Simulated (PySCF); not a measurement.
Ge(H)2(vinyl)2 (C4H8Ge), SMILES [GeH2]([CH]=C)[CH]=C. The structure is a stationary point at r2SCAN-D4/def2-SVP. One conformer was computed; it need not be the lowest.

Computed equilibrium geometry at r2SCAN-D4/def2-SVP (PySCF confirms it by a frequency run) as bond lengths and angles, and its point group (one conformer of several):
point group C2.
Atoms: Ge1 C2 C3 C4 C5 H6 H7 H8 H9 H10 H11 H12 H13. Bonds (Å): Ge1–C2 1.943, Ge1–C4 1.943, Ge1–H6 1.540, Ge1–H7 1.540, C2–C3 1.340, C2–H8 1.099, C3–H9 1.097, C3–H10 1.097, C4–C5 1.340, C4–H11 1.099, C5–H12 1.097, C5–H13 1.097. Bond angles (°): C2–Ge1–C4 110.6, C2–Ge1–H6 107.2, C2–Ge1–H7 110.9, C4–Ge1–H6 110.9, C4–Ge1–H7 107.2, H6–Ge1–H7 110.2, Ge1–C2–C3 123.4, Ge1–C2–H8 117.9, C3–C2–H8 118.7, C2–C3–H9 122.0, C2–C3–H10 121.9, H9–C3–H10 116.1, Ge1–C4–C5 123.4, Ge1–C4–H11 117.9, C5–C4–H11 118.7, C4–C5–H12 122.0, C4–C5–H13 121.9, H12–C5–H13 116.1.
Charge 0, spin multiplicity 1.
